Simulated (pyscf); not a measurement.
A first-order saddle from PySCF, ωB97X-D3(BJ)/def2-SVPD:

```
C
O 1 1.2249
O 1 1.3366 2 128.45
O 1 1.3367 2 128.46 3 179.99
H 4 1.2566 1 72.05 2 -179.99
```
Charge -1, spin multiplicity 1.

Surface: singlet, charge -1. Lowest wavenumbers (cm⁻¹): 1849i, 618, 772, 823, 1091.

**Question.** Name the species on either side of this saddle.

**Answer.** `[O]=[C]([O-])[OH]` ⇌ `[O]=[C]([O-])[OH]`, a hydrogen shift read from left to right: H–O broken and H–O formed. At CCSD(T)/def2-TZVPPD + ΔMP2(QZVPPD) it lies +105.4 kJ/mol from the left side and +105.4 kJ/mol from the right (each side as separated species at their lowest minima found). This is the saddle that the search found; another between the same sides may lie lower. The CCSD(T) − MP2 part came from Ansatz, without density fitting, on the same reference.
